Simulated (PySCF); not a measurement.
The vertical singlet excitations below were computed for one of the candidates. Method used: TDDFT B3LYP/def2-SVPD, vertical, gas phase, core orbitals frozen in the response in PySCF 2.14.0, density-fitted response routines. Geometries: GFN2-xTB, one conformer each.

| state | ν̃ (cm⁻¹) | f | main configurations (H = HOMO, L = LUMO) |
| --- | --- | --- | --- |
| S1 | 43000 | 0.0062 | H→L (74%), H→L+1 (25%) |
| S2 | 46890 | 0.088 | H→L+1 (47%), H→L+2 (33%), H→L (15%) |
| S3 | 47520 | 0.059 | H→L+2 (65%), H→L+1 (24%) |
| S4 | 51350 | 0.028 | H→L+3 (54%), H-1→L (33%) |
| S5 | 52790 | 0.0026 | H→L+4 (87%) |
| S6 | 54420 | 0.074 | H-1→L (34%), H-1→L+1 (26%), H→L+5 (20%) |
| S7 | 54790 | 0.015 | H→L+5 (66%), H-1→L+1 (15%), H-1→L (9%) |
| S8 | 56390 | 0.0081 | H→L+6 (88%) |

Orbital energies (eV): HOMO-3 -9.01, HOMO-2 -8.51, HOMO-1 -7.81, HOMO -6.31, LUMO -0.34, LUMO+1 -0.05, LUMO+2 0.44.

Problem. Which structure fits? All have the formula C5H8O2Si.
A. `C=C1O[SiH2]C=C[C@H]1O`
B. `[SiH2](O)CC(C#CC)=O`
C. `c1(occ([SiH2]O)c1)C`

Solution. C. Its S1, at 5.33 eV, is the highest among the candidates; the nearest of the others has S1 at 4.69 eV. S1 is HOMO→LUMO (74%), HOMO→LUMO+1 (25%). Löwdin shares by element: HOMO carbon 79% or more (atoms not listed hold the other 21%); LUMO carbon 29% or more, silicon 19%, oxygen 10% or more (atoms not listed hold the other 42%). At the same level the other candidates give, for their lowest levels:
- `CC#CC(=O)C[SiH2]O`: 3.98 eV (f 0.004); 4.58 eV (f 0.005); 5.46 eV (f 0.004); 5.50 eV (f 0.234); 6.16 eV (f 0.071); T1 3.51 eV; HOMO -7.60, LUMO -2.05 eV
- `C=C1O[SiH2]C=C[C@H]1O`: 4.69 eV (f 0.009); 5.73 eV (f 0.007); 5.84 eV (f 0.020); 6.17 eV (f 0.024); 6.30 eV (f 0.008); T1 4.24 eV; HOMO -6.56, LUMO -1.02 eV

The values belong to the conformer `[CH3:1][c:2]1[cH:3][c:4]([SiH2:5][OH:6])[cH:7][o:8]1`: C3–C4–Si5–O6 166°, H–O6–Si5–C4 -56°.
Triplets come from the Tamm–Dancoff approximation.
